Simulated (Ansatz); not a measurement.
`[CH3][AlH][C](=N)[SeH]` + `O[SiH3]` → `[CH3][AlH][O][SiH3]` + `N=C[SeH]`  (ligand exchange at the Al–C bond)

Isolated molecules relaxed with PBE0-D4/def2-TZVP in Ansatz; ΔE leaves out vibrations. CCSD(T)/CBS adds triple-zeta CCSD(T) − MP2 to the extrapolated MP2 energy (def2 sets, frozen cores). For Se outer-core shells are correlated without core-valence functions, which leaves a few kJ/mol of doubt a bond. Scalar relativity is left out up to krypton. Each species was taken in one conformer, which may not be the lowest.

| species | HF/CBS(def2) energy (Eh) |
| --- | --- |
| `[CH3][AlH][C](=N)[SeH]` | -2775.54105 |
| `O[SiH3]` | -366.22576 |
| `[CH3][AlH][O][SiH3]` | -647.86263 |
| `N=C[SeH]` | -2493.97419 |

Work out ΔE.

ΔE = (-647.86263) + (-2493.97419) − (-2775.54105) − (-366.22576) = -0.07001 Eh = -1.91 eV. CCSD(T)/CBS gives -1.58 eV.

Largest T1 diagnostic among the species: 0.012.

From PBE to PBE0 (25 % exact exchange), in def2-TZVPP and without D4, ΔE moves by −0.09 eV. In def2-TZVPP, CCSD(T) changes the Hartree–Fock value by +0.28 eV (the triples alone add +0.06 eV) and MP2 by +0.27 eV. The D4 term adds +0.05 eV with B3LYP and +0.03 eV with PBE0; it sums over pairs of atoms, weighted by their polarisabilities, and B3LYP, whose exchange is more repulsive, gets the larger term.

B3LYP here is the variant with VWN-RPA as its local correlation; programs differ in this.
